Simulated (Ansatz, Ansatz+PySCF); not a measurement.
| atom | x (Å) | y (Å) | z (Å) |
| --- | --- | --- | --- |
| N | 0.0000 | 0.0000 | 0.4672 |
| F | 1.2173 | 0.0000 | -0.1211 |
| F | -0.6087 | 1.0543 | -0.1211 |
| F | -0.6087 | -1.0543 | -0.1211 |

Basis set: def2-SVP (spherical functions). Frozen core: 4 orbitals. Charge 0, multiplicity 1.

Computed with Ansatz (development build ahead of 0.2.0); each method stands on the lowest determinant of its kind that the runs found. Restricted open shells among the atoms or ions are ROHF, correlated in semicanonical orbitals with singles. Restricted functionals stand beside restricted open-shell atoms, which can lie above the unrestricted atoms usual in DFT and then raise those values.

The atomization energy at this shape (free ground-state atoms in the same class of orbitals less the molecule, no zero-point energy) of singlet NF3:

| method | atomization energy |
| --- | --- |
| ωB97X (restricted) | 216.98 kcal/mol |
| ωB97X (unrestricted) | 212.09 kcal/mol |
| r²SCAN (unrestricted) | 213.46 kcal/mol |
| r²SCAN (restricted) | 219.04 kcal/mol |
| PBE (restricted) | 251.99 kcal/mol |
| PBE (unrestricted) | 249.16 kcal/mol |
| PBE0 (restricted) | 214.64 kcal/mol |
| RHF-CCSD(T) | 173.04 kcal/mol |
| RHF-CCSD | 164.21 kcal/mol |
| RHF-MP2 | 186.82 kcal/mol |
| RHF | 43.81 kcal/mol |
| UHF | 34.81 kcal/mol |

Q: What does PBE0 (unrestricted) give?

A: 210.84 kcal/mol.
